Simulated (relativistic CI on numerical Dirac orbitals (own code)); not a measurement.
# Cr⁴⁺: 2p photoemission

Computed with this model: Dirac-Coulomb-Breit CI, separate exchange-only KLI orbitals for each configuration, a model potential for QED, valence Slater integrals scaled by 0.8, multiplet model of photoemission in the sudden approximation; configurations [Ar] 3d2 → [He] 2s2 2p5 3s2 3p6 3d2; 300 K; Lorentzian 0.7 eV and Gaussian 0.6 eV FWHM. Energies are those of the free ion, without screening or charge transfer. The energies are binding energies and can lie tens of eV above those of solids. S is read from ⟨S²⟩ = S(S + 1).

Field parameters in Wybourne normalisation: Oh B⁴₀ = 21Dq, B⁴₄ = √(5/14) B⁴₀. The field is a parameter set, without covalency.

free ion: ground-state S = 1.00, centroid 655.81 eV. Peaks (eV, height): 652.7 (100), 656.3 (10), 657.4 (8), 661.4 (41), 665.1 (19).

Oh, 10Dq = 5000 cm⁻¹: ground-state S = 1.00, centroid 655.83 eV. Peaks (eV, height): 652.7 (100), 656.8 (10), 657.6 (10), 661.4 (53), 665.2 (15).

Oh, 10Dq = 13800 cm⁻¹: ground-state S = 1.00, centroid 655.85 eV. Peaks (eV, height): 652.7 (100), 655.3 (13), 658.3 (10), 661.5 (56), 664.4 (9), 665.8 (9).

Oh, 10Dq = 22600 cm⁻¹: ground-state S = 1.00, centroid 655.86 eV. Peaks (eV, height): 652.8 (100), 656.2 (9), 659.2 (10), 661.6 (55), 665.1 (7).

Oh, 10Dq = 40200 cm⁻¹: ground-state S = 1.00, centroid 655.87 eV. Peaks (eV, height): 652.9 (100), 661.9 (46).

Strongest unbroadened transitions for free ion:

| Energy (eV) | Relative strength |
| --- | --- |
| 651.37 | 28.5 |
| 651.48 | 37.1 |
| 651.66 | 19.9 |
| 652.00 | 12.4 |
| 652.22 | 13.7 |
| 652.68 | 100.0 |
| 652.85 | 56.1 |
| 653.23 | 7.2 |
| 653.29 | 6.2 |
| 653.51 | 8.5 |
| 654.21 | 8.4 |
| 655.07 | 7.6 |
| 656.36 | 8.1 |
| 660.90 | 7.2 |
| 661.40 | 59.4 |
| 662.29 | 17.6 |
| 662.46 | 22.4 |
| 665.18 | 28.6 |
